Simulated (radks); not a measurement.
Effect of the nuclear size on neutral rhenium, [Xe] 4f14 5d5 6s2. All-electron calculation, Dirac Kohn-Sham, PBE, spin-unpolarised, spherical densities, finite nucleus; open shells fill j = l - 1/2 first; Fermi nuclear charge, rms radius 5.3698 fm. Program: a radial shooting solver on a logarithmic mesh with Libxc functionals. The rms radius is varied about that value; shifts are against it.

| rms radius (fm) | total energy shift (eV) | density at nucleus (e/bohr^3) | 1s1/2 shift (meV) | 2s1/2 shift (meV) | 5s1/2 shift (meV) | 5p1/2 shift (meV) | 6s1/2 shift (meV) | 5d5/2 shift (meV) | 6p1/2 (empty) shift (meV) |
|---|---|---|---|---|---|---|---|---|---|
| 4.7254 | -14.7 | 1.619e+06 | -5950 | -846 | -7.94 | 0.448 | -0.540 | 0.488 | 0.175 |
| 4.9295 | -10.2 | 1.595e+06 | -4120 | -586 | -5.50 | 0.310 | -0.374 | 0.338 | 0.121 |
| 5.3698 | 0 | 1.547e+06 | 0.000 | 0.000 | 0.000 | 0.000 | 0.000 | 0.000 | 0.000 |
| 5.8799 | 12.5 | 1.497e+06 | 5050 | 718 | 6.74 | -0.379 | 0.458 | -0.414 | -0.149 |
| 6.6532 | 32.8 | 1.433e+06 | 13300 | 1880 | 17.7 | -0.994 | 1.20 | -1.09 | -0.390 |

Slopes of the eigenvalues against <r^2> in GHz/fm^2, as finite differences over the two radii next to the reference (eigenvalue slopes, not the field-shift constants of lines): 1s1/2 216000, 2s1/2 30700, 5s1/2 288, 5p1/2 -16.2, 6s1/2 19.6, 5d5/2 -17.7, 6p1/2 (empty) -6.35.
